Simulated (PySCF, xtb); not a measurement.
**CH2InN: where a starting geometry ends**

The starting geometry of this gas-phase singlet was built from a drawn formula by distance geometry; its bonds are those of `[CH]1=[N][InH]1`.

```xyz
5

C    -2.9693    0.5187    0.9382
In   -1.8371    2.3446    0.8833
N    -1.7057    0.2914    0.6918
H    -3.9617    0.2504    1.1121
H    -0.5372    3.5370    0.3361
```

Problem. Where would you expect an optimisation with r2SCAN-D4/def2-SVP to take it?

Solution. It loosens into CHN + HIn, which stay close as a complex. Distances that change by over a tenth: C1–N3 (1.31 → 1.16 Å). Contacts that open: C1–In2 (2.15 → 3.25 Å), In2–N3 (2.07 → 3.11 Å).

The energy falls by 1.92 eV over 23 steps:

```tsv
step	E − E(last) (eV)
1	1.919
3	0.590
6	0.138
8	0.055
11	0.020
13	0.002
16	0.001
18	0.001
21	0.000
23	0.000
```

Final geometry (Å):

```xyz
5

C    -2.9050    0.0677    0.9148
In   -1.9891    3.1902    0.8573
N    -1.7902    0.0966    0.5919
H    -3.9429    0.0069    1.2131
H    -0.2154    3.0784    0.3613
```

From the same start GFN2-xTB reaches the same bonding as this run.

The end wasn't checked by frequencies. Atoms past krypton carry core potentials, without spin–orbit terms. Run with PySCF 2.14.0, 80 s on 2 threads of Arm Neoverse V2 (shared host).
